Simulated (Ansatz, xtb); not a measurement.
Process, species as SMILES: C/C=C\C(C)C → CC1CCCC1
Geometries: B3LYP-D3(BJ)/def2-TZVP minima from Ansatz (a quantum-chemistry and plane-wave program), one conformer each, not searched for the lowest. Frequencies are from Ansatz.

Wanted: isomerisation energy (enthalpy at 298 K, with B3LYP-D3(BJ) rigid-rotor harmonic-oscillator terms), in kcal/mol. Valence correlation only, unless marked. No spin-orbit coupling. No relativistic terms. CBS(X,Y): correlation extrapolated as X^-3; Hartree-Fock from the larger set.

```json
[
 {"level": "GFN1-xTB", "program": "xtb", "isomerisation energy (kcal/mol)": "[?]"},
 {"level": "PBE-D3(BJ)/def2-TZVPD", "program": "Ansatz + dftd3", "isomerisation energy (kcal/mol)": "-12.4"},
 {"level": "BLYP-D3(BJ)/def2-TZVPD", "program": "Ansatz + dftd3", "isomerisation energy (kcal/mol)": "-6.4"},
 {"level": "revPBE-D4/def2-TZVPD", "program": "Ansatz + dftd4", "isomerisation energy (kcal/mol)": "-12.6"},
 {"level": "r2SCAN-D4/def2-TZVPD", "program": "Ansatz + dftd4", "isomerisation energy (kcal/mol)": "-12.6"},
 {"level": "B3LYP-D4/def2-TZVPD", "program": "Ansatz + dftd4", "isomerisation energy (kcal/mol)": "-9.4"},
 {"level": "B3LYP/def2-TZVPD", "program": "Ansatz", "isomerisation energy (kcal/mol)": "-8.4"},
 {"level": "PBE0/6-31G*", "program": "Ansatz", "isomerisation energy (kcal/mol)": "[?]"},
 {"level": "BHLYP-D3(BJ)/def2-TZVPD", "program": "Ansatz + dftd3", "isomerisation energy (kcal/mol)": "-11.8"},
 {"level": "r2SCANh-D4/def2-TZVPD", "program": "Ansatz + dftd4", "isomerisation energy (kcal/mol)": "-13.4"},
 {"level": "r2SCAN0/def2-TZVPD", "program": "Ansatz", "isomerisation energy (kcal/mol)": "-14.6"},
 {"level": "LC-wPBE/def2-TZVPD", "program": "Ansatz", "isomerisation energy (kcal/mol)": "-18.0"},
 {"level": "SCS-MP2/cc-pwCVTZ", "program": "Ansatz", "isomerisation energy (kcal/mol)": "-12.7"},
 {"level": "CCSD(T) with core electrons/cc-pwCVTZ", "program": "Ansatz", "isomerisation energy (kcal/mol)": "-12.4"},
 {"level": "CCSD(T)/CBS(cc-pVTZ,cc-pVQZ)", "program": "Ansatz", "isomerisation energy (kcal/mol)": "[?]"}
]
```

Question: Some entries are withheld; supply them.

Answer: 
- GFN1-xTB, isomerisation energy (kcal/mol): -23.7
- PBE0/6-31G*, isomerisation energy (kcal/mol): -17.3
- CCSD(T)/CBS(cc-pVTZ,cc-pVQZ), isomerisation energy (kcal/mol): -13.0
